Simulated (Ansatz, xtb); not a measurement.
# Two isomers of H6NSbSi

Structure X is `[NH2][SbH][SiH3]`, a singlet and structure Y is `[SiH3][NH][SbH2]`, a singlet. Both are isolated molecules in the gas phase, relaxed with r2SCAN-D4/def2-SVP; the shapes shown needn't be the lowest conformers.

X (Å):

```xyz
9

N    -3.0158   -0.5034   -1.5865
Sb   -3.3035    1.3680   -0.7156
Si   -1.1585    1.0381    0.6897
H    -2.1507   -0.5331   -2.1298
H    -3.7762   -0.6917   -2.2429
H    -2.4186    2.3650   -1.8293
H    -0.6937    2.3395    1.2621
H    -0.0699    0.4663   -0.1624
H    -1.4406    0.0922    1.8105
```

Y (Å):

```yaml
atoms:
  - { symbol: N, position_ang: [-2.2415, 0.3878, -0.3295] }
  - { symbol: Sb, position_ang: [-0.5732, 0.7591, 0.8147] }
  - { symbol: Si, position_ang: [-2.6965, 1.2293, -1.7741] }
  - { symbol: H, position_ang: [-2.4906, 0.4423, -3.0350] }
  - { symbol: H, position_ang: [-4.1395, 1.6306, -1.7529] }
  - { symbol: H, position_ang: [-1.8445, 2.4545, -1.8467] }
  - { symbol: H, position_ang: [-2.7620, -0.4487, -0.0718] }
  - { symbol: H, position_ang: [0.0349, -0.8603, 0.8018] }
  - { symbol: H, position_ang: [-1.3461, 0.4291, 2.3234] }
```

Estimate E(Y) − E(X) at the level CCSD(T)/def2-TZVP.

Calculated at CCSD(T)/def2-TZVP: E(Y) − E(X) = −6.5 kcal/mol, so structure Y lies lower.

The same difference at several levels:

```json
{"level": "GFN2-xTB", "geometry": "GFN2-xTB", "E(Y) − E(X) (kcal/mol)": "−12.8", "departure from the last row (kcal/mol)": "−6.3", "job, with rough time for the two": "optimisation, 0.1 s"}
{"level": "HF/STO-3G", "geometry": "GFN2-xTB", "E(Y) − E(X) (kcal/mol)": "+3.0", "departure from the last row (kcal/mol)": "+9.5", "job, with rough time for the two": "single point, 0.5 s"}
{"level": "r2SCAN-D4/def2-SVP//GFN2-xTB", "geometry": "GFN2-xTB", "E(Y) − E(X) (kcal/mol)": "−5.1", "departure from the last row (kcal/mol)": "+1.4", "job, with rough time for the two": "single point, 2.5 s"}
{"level": "r2SCAN-D4/def2-SVP", "geometry": "r2SCAN-D4/def2-SVP", "E(Y) − E(X) (kcal/mol)": "−4.1", "departure from the last row (kcal/mol)": "+2.4", "job, with rough time for the two": "optimisation, 74 s"}
{"level": "HF/def2-TZVP", "geometry": "r2SCAN-D4/def2-SVP", "E(Y) − E(X) (kcal/mol)": "−10.4", "departure from the last row (kcal/mol)": "−4.0", "job, with rough time for the two": "part of the CCSD(T) run"}
{"level": "MP2/def2-TZVP", "geometry": "r2SCAN-D4/def2-SVP", "E(Y) − E(X) (kcal/mol)": "−6.8", "departure from the last row (kcal/mol)": "−0.3", "job, with rough time for the two": "part of the CCSD(T) run"}
{"level": "CCSD(T)/def2-TZVP", "geometry": "r2SCAN-D4/def2-SVP", "E(Y) − E(X) (kcal/mol)": "−6.5", "departure from the last row (kcal/mol)": "", "job, with rough time for the two": "single point, 60 s"}
```

As drawn, Y has 1 N–Si, 1 Sb–H in place of 1 Sb–Si, 1 N–H.

HF/STO-3G puts the two in the other order. The largest departure from CCSD(T)/def2-TZVP is that of HF/STO-3G, 9.5 kcal/mol.

With harmonic frequencies from r2SCAN-D4/def2-SVP (ideal gas, rigid rotor, one conformer each, 298.15 K, 1 atm): on the last row, ΔE + ΔZPE = −8.2 kcal/mol. A mode under 50 cm⁻¹ makes harmonic enthalpies and free energies unreliable, so none is given.

The correlated steps freeze 10 core orbitals; the filled d shell of Sb is correlated, in a basis made for valence electrons. Atoms past krypton carry core potentials in the def2 sets, other sets are all-electron and non-relativistic, and no spin–orbit term is included. Programs: Ansatz 0.2.0, xtb 6.7.1; the last row on 2 threads of Arm Neoverse V2 on a shared host.
